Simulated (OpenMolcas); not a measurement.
# Si: effect of correlating more closed shells

```yaml
Program: OpenMolcas
Basis: ANO-RCC-VTZP [5s4p2d1f]
Scalar_Hamiltonian: DKH2, point nucleus
Active_space: 4 electrons in 4 orbitals (3s 3p)
State_averaging: 2S+1 = 3 even, 3 roots; 2S+1 = 1 even, 6 roots; 2S+1 = 5 odd, 1 root; 2S+1 = 3 odd, 8 roots
Spin-orbit_coupling: state interaction with AMFI integrals over the reference wave functions, term energies averaged over their components
```

Methods on the same reference wave functions:
A. CASSCF
B. SS-CASPT2, IPEA 0.25 Eh, imaginary shift 0.1 Eh (closed shells correlated: none)
C. SS-CASPT2, IPEA 0.25 Eh, imaginary shift 0.1 Eh (closed shells correlated: 2s 2p)

Energies in eV above 3s2 3p2 3P0, the measured ground level; measured values from NIST Handbook of Basic Atomic Spectroscopic Data.

```csv
Level,A,B,C,Measured
3s2 3p2 3P0,0.0000,0.0000,0.0000,0.0000
3s2 3p2 3P1,0.0083,0.0083,0.0083,0.0096
3s2 3p2 3P2,0.0242,0.0241,0.0241,0.0277
3s2 3p2 1D2,1.0970,0.743,0.739,0.7810
3s2 3p2 1S0,1.9303,1.712,1.714,1.9087
3s 3p3 5S* 2,2.8311,3.618,3.665,4.1319
3s 3p3 3D* 2,6.7218,5.655,5.677,
3s 3p3 3D* 1,6.7219,5.655,5.677,
3s 3p3 3D* 3,6.7220,5.655,5.677,5.6192
3s 3p3 3P* 0,7.8092,7.060,7.079,
3s 3p3 3P* 1,7.8093,7.060,7.079,
3s 3p3 3P* 2,7.8094,7.060,7.080,
```

Deviations, from unrounded energies. A percentage is the sum of absolute deviations over the sum of measured energies, with the sign that they share, or ± where signs differ.

| Against measurement | Levels | A | B | C |
| --- | --- | --- | --- | --- |
| mean absolute deviation (cm-1) | 6 | 3700 | 1100 | 1000 |
| fine structure of the ground term (%) | 2 | -12.9 | -12.8 | -12.8 |
| other terms of the ground configuration (%) | 2 | +12.6 | -8.7 | -8.8 |
| other configurations (%) | 2 | ±24.6 | ±5.6 | ±5.4 |

B, C lie about equally close to measurement and A furthest from it. The largest miss of C in the table is 3s 3p3 5S* 2, by -3800 cm-1. The ranking rests on the paired levels alone, and a cruder setting can come out closer through cancelling errors.

Between B and C the level of the table that moves most is 3s 3p3 5S* 2, by 380 cm-1 (lowest in B, highest in C). Moves below CASPT2's spread within the term are not significant.

The mean deviations of B to C differ by less than CASPT2's widest spread within a term (530 cm-1), so their order carries little weight.

From A to B the spin-free energies of the other terms of 3s2 3p2 shown, above 3P, scale by factors of 0.67 to 0.89.

The lowest spin-free term lies below A's lowest term by 0.052 hartree in B, 0.072 hartree in C.

What an inner shell adds also hangs on whether the basis holds functions to correlate it.

Term energies are means over components that CASPT2 splits; among the terms shown or strongly mixed into the levels shown the widest spread is 530 cm-1 (3s 3p3 3D*, C). Over all roots computed the reference weight is 0.86 to 0.98 in B, 0.86 to 0.98 in C; the roots of lowest weight are the least certain, and an intruder state may touch them. Terms of s pⁿ other than that of highest spin mix with s² pⁿ⁻² d, which this space lacks; all of them can be thousands of cm-1 off, and some have no real level of that name. Without dynamic correlation excited terms often stand tens of per cent too high (terms of higher spin than the ground term too low), and those without a measured partner can miss by more than the paired ones (holds for A). Computed and measured levels are paired by configuration, term and J; levels that our copy of the source lacks, or whose pairing is in doubt (as where it misses far off the trend of its configuration), stay unpaired and out of the deviations. Only configurations of the active space appear.

* marks odd parity.
